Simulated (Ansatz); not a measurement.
Geometry optimisation, RHF/def2-SVP (Ansatz).

Input:

```yaml
crystal:
  periodic: [false, false, false]
  atoms:
    - { symbol: Hf, position_ang: [0.0, 0.0, 0.0] }
    - { symbol: O, position_ang: [0.0, 0.0, 2.07] }
    - { symbol: Si, position_ang: [-1.3147, -0.4067, 3.0336] }
    - { symbol: H, position_ang: [-2.239, -1.2403, 2.2704] }
    - { symbol: H, position_ang: [-0.8506, -1.1432, 4.2057] }
    - { symbol: H, position_ang: [-1.9987, 0.8095, 3.4633] }
    - { symbol: Cl, position_ang: [2.3764, 0.0, -0.8392] }
    - { symbol: Cl, position_ang: [-1.1869, 2.0563, -0.8392] }
    - { symbol: Cl, position_ang: [-1.1869, -2.0563, -0.8392] }
basis:
  gaussian: { orbitals: def2-SVP }
hamiltonian:
  xc: hf
relax:
  f_tol: 0.02
  max_steps: 40
```

Run as:

```bash
$ ansatz run input.yaml --threads 4 --pin off --max-ram 5120MiB --backend cpu --events-out ev --progress --plain --runs-dir out
```

Question: Where does it end, and by what steps?

Answer: It converged. The force dipped under the threshold on the way, but the program's further checks kept it going. After 10 steps the energy has fallen by 1.186 eV; O2 moved furthest, 0.96 Å.

```csv
step,energy less start (eV),largest force component (eV/Å),accepted
0,0.0000,3.558,yes
1,-0.8418,1.080,yes
2,-0.9814,0.447,yes
3,-1.0590,0.432,yes
4,-1.1324,0.221,yes
5,-1.1722,0.127,yes
6,-1.1836,0.015,yes
7,-1.1804,0.257,no
8,-1.1853,0.083,yes
9,-1.1854,0.043,yes
10,-1.1859,0.009,yes
```

```xyz
9
Properties=species:S:1:pos:R:3
Hf -0.111 -0.040 -0.201
O -0.785 -0.242 1.576
Si -1.367 -0.416 3.128
H -2.577 -1.261 3.093
H -0.327 -1.056 3.959
H -1.695 0.918 3.667
Cl 2.258 0.051 -0.099
Cl -0.981 1.971 -1.110
Cl -0.815 -1.906 -1.488
```

Time of the run: 18 s on 4 threads of Arm Neoverse V2, with other jobs on the host, peak memory 0.35 GiB.
